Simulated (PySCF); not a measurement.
# Working out the ionisation energy of F+

F+ [He] 2s2 2p4 (3P) → F(2+) [He] 2s2 2p3 (4S). Calculation: PySCF 2.14, in cc-pVDZ-DK (3s2p1d, 14 functions); the spin-free X2C one-electron Hamiltonian (Gaussian nucleus). Frozen: 1s2. Energies in hartree (1 hartree = 27.21139 eV):

```
            part  F+ (lower)  F(2+) (upper)
             UHF  -98.887579     -97.660350
CCSD correlation   -0.112404      -0.082112
             (T)   -0.000780      -0.000383
```

What does Hartree-Fock give?

(-97.660350) − (-98.887579) = 1.227229 hartree = 33.395 eV.

What do CCSD and CCSD(T) give?

The CCSD correlation energies differ by 0.030292 hartree = 0.824 eV and the triples by 0.000397 hartree = 0.011 eV, so CCSD gives 34.219 eV and CCSD(T) 34.230 eV.

Measured between the centres of the two terms (NIST): 34.950 eV, so CCSD(T) (valence) is off by -0.720 eV.

A double-zeta basis recovers only part of the correlation energy.

What remains against the reference includes basis incompleteness, the frozen core and higher excitations.
